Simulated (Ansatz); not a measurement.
A structure relaxed at PBE0-D4/def2-TZVP, charge 0, multiplicity 1:

```xyz
10

C    -0.265   -1.371   -0.795
O     0.015    0.019   -0.846
C     0.479    0.536    0.304
O    -0.631    0.959    1.337
B     0.080    1.914    0.767
F     0.140    3.220    0.785
H    -0.500   -1.686   -1.810
H     0.607   -1.927   -0.432
H    -1.119   -1.567   -0.141
H     1.195   -0.096    0.832
```

(1) Give its formula and SMILES.

(2) Summarise the bond lengths by kind.

## Answers

(1) C2H4BFO2, `COC1OB1F`.

(2) 3 × C–O 1.344 to 1.574 Å; 4 × C–H 1.088 to 1.096 Å; 1 × B–C 1.508 Å; 1 × B–O 1.320 Å; 1 × B–F 1.307 Å.

Results of the Gaussian-basis code of Ansatz.
